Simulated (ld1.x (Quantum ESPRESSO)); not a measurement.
## Pb (Z = 82), TM: configuration errors across variants

ld1.x (Quantum ESPRESSO) 7.5 input, shortened:

```
&input
   title='Pb', zed=82., rel=2, dft='PZ', iswitch=3,
   config='[Xe] 4f14 5d10 6s2 6p2', rel_dist='average'
 /
 &inputp
   pseudotype=2, tm=.true., lloc=-2, rcloc=1.10,
   nlcc=.false.
 /
3
5S  1  0   2.00   0.00  1.25  1.25  0.0
5P  2  1   6.00   0.00  1.55  1.55  0.0
5D  3  2  10.00   0.00  1.25  1.25  0.0
 &test
   configts(1)='5s2 5p6 5d10 6s2 6p2'
 /
```

Open shells are filled in proportion to 2j + 1 (rel_dist='average').

Occupied shells without a wave of their own: 6p, 6s. They enter only through the test configuration that unscreens the potential.

All-electron excitation energies from the reference (eV): (1) 5s2 5p6 5d10 6s2 6p1 6.958; (2) 5s2 5p6 5d10 6s2 6p0 20.881; (3) 5s2 5p6 5d10 6s1 6p0 53.752; (4) 5s2 5p6 5d9 6s2 6p2 27.218; (5) 5s2 5p6 5d10 6s0 6p4 17.660; (6) 5s2 5p6 5d10 6s1 6p3 8.644; (7) 5s2 5p6 5d10 6s2 6p2.3 -0.893.

For the base: The 6p, 6s levels have no wave, so the channel is fitted at the deeper level alone: the likely source of the large errors.

5 further variants failed, have other tests or too few solved ones, and are left out.

The file “base” misses its own reference levels by 0.6 eV. The file “local potential all-electron potential smoothed inside 1.50 bohr (lloc = -2)” misses its own reference levels by 3.7 eV. The file “local potential all-electron potential smoothed inside 1.66 bohr (lloc = -2)” misses its own reference levels by 0.4 eV. The file “local potential all-electron potential smoothed inside 1.78 bohr (lloc = -2)” misses its own reference levels by 0.8 eV.

Errors AE − PS in meV (a dash: test not solved or not reliable):

```csv
change,(1),(2),(3),(4),(5),(6),(7),bound ghosts
base,-302,-788,-1935,+11,-804,-398,+57,none
local potential all-electron potential smoothed inside 1.50 bohr (lloc = -2),-98,-258,-5415,-11,-8434,-3914,+15,none
local potential all-electron potential smoothed inside 1.66 bohr (lloc = -2),+254,+649,+816,+30,-539,-232,-51,none
local potential all-electron potential smoothed inside 1.78 bohr (lloc = -2),+416,+1066,+2434,+41,+872,+446,-82,none
```

Question: Give the same row for: local potential all-electron potential smoothed inside 1.02 bohr (lloc = -2).

Answer: -416, -1079, -4099, +13, -3468, -1651, +79; bound ghosts: none.
